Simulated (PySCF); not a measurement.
GeCl2, SMILES [Cl][Ge][Cl] (connectivity only; charge and spin as stated), neutral, multiplicity 1.

Geometry: PBE0-D3(BJ)/def2-TZVP. The isomer is the one that the SMILES or the coordinates give; other isomers of the formula were not compared.

Computed with TDA-LC-ωPBE/def2-SVPD (PySCF 2.14.0).

Vertical excitations. The molecule is in vacuum. State labels are in the subgroup C2v.

Problem. List the lowest excited states. (The exact figures need the calculation; the answer reports its results.)

Solution. 
```tsv
state	symmetry	energy (eV)	λ (nm)	f	main pairs
S1	B1	4.16	298	0.040	HOMO→LUMO 98 %
S2	A2	5.19	239	0.000	HOMO−1→LUMO 98 %
S3	B2	5.97	208	0.022	HOMO−2→LUMO 88 %
S4	B1	6.44	192	0.011	HOMO−4→LUMO 98 %
S5	A1	6.60	188	0.013	HOMO−3→LUMO 62 %, HOMO→LUMO+1 31 %
S6	A2	7.14	174	0.000	HOMO−5→LUMO 97 %
S7	A1	7.23	171	0.299	HOMO→LUMO+1 61 %, HOMO−3→LUMO 29 %
S8	B2	7.29	170	0.217	HOMO→LUMO+2 69 %, HOMO−1→LUMO+1 18 %
S9	A1	8.06	154	0.019	HOMO−1→LUMO+2 85 %
S10	A2	8.14	152	0.000	HOMO−2→LUMO+1 76 %
T1	B1	2.64	470	0	HOMO→LUMO 94 %
T2	A2	5.04	246	0	HOMO−1→LUMO 98 %
T3	B2	5.24	237	0	HOMO−2→LUMO 97 %
T4	B2	5.54	224	0	HOMO→LUMO+2 88 %
```
Triplets are in the Tamm–Dancoff approximation.
